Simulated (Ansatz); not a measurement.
Reaction (homolysis of the C–H bond): `FCBr` → `F[CH]Br`• + H•

Program: Ansatz. Geometries: PBE0-D4/def2-TZVP. ΔE: electronic, gas phase. CCSD(T)/CBS is the MP2 limit (def2-TZVPP, def2-QZVPP) plus CCSD(T) − MP2 in def2-TZVPP, frozen cores. This one scheme is used for every species, atoms too. DFT in def2-TZVPP. B3LYP here is the variant with VWN-RPA as its local correlation; programs differ in this. Open shells (•) are unrestricted, without spin–orbit coupling. For Br outer-core shells are correlated without core-valence functions, so the limit isn't a true one: a few kJ/mol of doubt a bond, and 10 to 20 or more in all where bonds break to atoms. Scalar relativity is left out up to krypton.

`FCBr`:

```xyz
5

F    -0.328    0.774    1.089
C    -0.172    0.000   -0.008
Br    1.705   -0.312   -0.362
H    -0.628   -0.973    0.160
H    -0.577    0.511   -0.879
```

`F[CH]Br`•:

Cartesian coordinates in Å:
```
F 0.357 -0.097 -1.282
C -0.059 -0.275 -0.039
Br 0.838 0.725 1.252
H -1.136 -0.352 0.068
```

| level | ΔE (eV) |
| --- | --- |
| B3LYP-D4 | 4.51 |
| ωB97M-V | 4.61 |
| B3LYP | 4.49 |
| CCSD/def2-TZVPP | 4.56 |

(1) What does CCSD(T)/CBS give? (An estimate is asked.)

Largest T1 diagnostic among the species: 0.014.

Answers

(1) The calculation gave: +4.66 eV. The listed levels differ from it by -0.15, -0.05, -0.17, -0.10 eV.

From PBE to PBE0 (25 % exact exchange), in def2-TZVPP and without D4, ΔE moves by +0.04 eV. In def2-TZVPP, CCSD(T) changes the Hartree–Fock value by +0.99 eV (the triples alone add +0.02 eV) and MP2 by +0.98 eV; breaking electron pairs costs correlation energy, which Hartree–Fock lacks.
